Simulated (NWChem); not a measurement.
System meant: CH₆ClNOSi; SMILES [Si@H](OC)(N)Cl

NWChem input:

```
start job
memory heap 200 mb stack 900 mb global 1100 mb
geometry units angstroms noautosym nocenter noautoz
  C      0.913271    -1.992755     0.560463
  O      0.428061    -1.362232    -0.615340
  Si    -0.435070     0.061693    -0.587739
  N     -1.768665    -0.031026     0.504443
  Cl     0.720265     1.639338     0.148008
  H      1.822198    -1.478759     0.944777
  H      0.149914    -1.999439     1.370035
  H      1.181491    -3.040027     0.313773
  H     -0.734953     0.307345    -2.028364
  H     -1.998693     0.764326     1.101955
  H     -2.586760    -0.606170     0.293945
end
basis spherical
  C library def2-svp
  O library def2-svp
  Si library def2-svp
  N library def2-svp
  Cl library def2-svp
  H library def2-svp
end
dft
  xc m06-2x
  iterations 150
end
property
  shielding
end
task dft property
```

End of the output:

```
 Vector   32  Occ=0.000000D+00  E= 1.124055D-01
              MO Center=  1.9D-01, -2.1D-01, -4.7D-01, r^2= 4.7D+00
   Bfn.  Coefficient  Atom+Function         Bfn.  Coefficient  Atom+Function
  ----- ------------  ---------------      ----- ------------  ---------------
    39      0.922023   3 Si px               17     -0.801453   2 O  s
     3     -0.702009   1 C  s                40     -0.631804   3 Si py
    80      0.533715   6 H  s                32      0.360906   3 Si s
    90      0.354228   8 H  s                 9     -0.308395   1 C  pz
    49      0.292836   4 N  s                 7     -0.269935   1 C  px

 center of mass
 --------------
 x =   0.06589851 y =   0.11603823 z =  -0.09038625

 moments of inertia (a.u.)
 ------------------
         783.943363611665         -10.995048962412          -4.766254935695
         -10.995048962412         457.270535936825          -8.902886002117
          -4.766254935695          -8.902886002117        1013.285148244840

     Multipole analysis of the density
     ---------------------------------

     L   x y z        total         alpha         beta         nuclear
     -   - - -        -----         -----         ----         -------
     0   0 0 0     -0.000000    -29.000000    -29.000000     58.000000

     1   1 0 0     -0.836839     -0.900471     -0.900471      0.964102
     1   0 1 0     -0.360126      0.190176      0.190176     -0.740478
     1   0 0 1      0.443229      1.870334      1.870334     -3.297440

     2   2 0 0    -29.019892   -114.145949   -114.145949    199.272006
     2   1 1 0     -1.183931      3.469917      3.469917     -8.123766
     2   1 0 1      0.210301     -1.566742     -1.566742      3.343784
     2   0 2 0    -33.250488   -196.768487   -196.768487    360.286485
     2   0 1 1     -1.063475      2.213176      2.213176     -5.489828
     2   0 0 2    -33.627018    -52.857419    -52.857419     72.087820

          -----------------------------------------
          Chemical Shielding Tensors (GIAO, in ppm)
          -----------------------------------------

 ------------------------------------------------------------------------
  xm06: d2 not coded                    0
 ------------------------------------------------------------------------
 ------------------------------------------------------------------------
  current input line :
    31: task dft property
 ------------------------------------------------------------------------
 ------------------------------------------------------------------------
 This error has not yet been assigned to a category
 ------------------------------------------------------------------------
 For more information see the NWChem manual at https://nwchemgit.github.io

0: xm06: d2 not coded:Received an Error in Communication
```

**Question.** What is wrong, and how is it mended?

**Answer.** The run crashed. Cause: this functional's second derivatives, which shieldings need, aren't coded here; the fix takes a hybrid GGA instead. This input runs:
```
start job
memory heap 200 mb stack 900 mb global 1100 mb
geometry units angstroms noautosym nocenter noautoz
  C      0.913271    -1.992755     0.560463
  O      0.428061    -1.362232    -0.615340
  Si    -0.435070     0.061693    -0.587739
  N     -1.768665    -0.031026     0.504443
  Cl     0.720265     1.639338     0.148008
  H      1.822198    -1.478759     0.944777
  H      0.149914    -1.999439     1.370035
  H      1.181491    -3.040027     0.313773
  H     -0.734953     0.307345    -2.028364
  H     -1.998693     0.764326     1.101955
  H     -2.586760    -0.606170     0.293945
end
basis spherical
  * library def2-svp
end
dft
  xc pbe0
  iterations 150
end
property
  shielding
end
task dft property
```
It converges to -920.66711 Ha (PBE0/def2-SVP, GIAO).
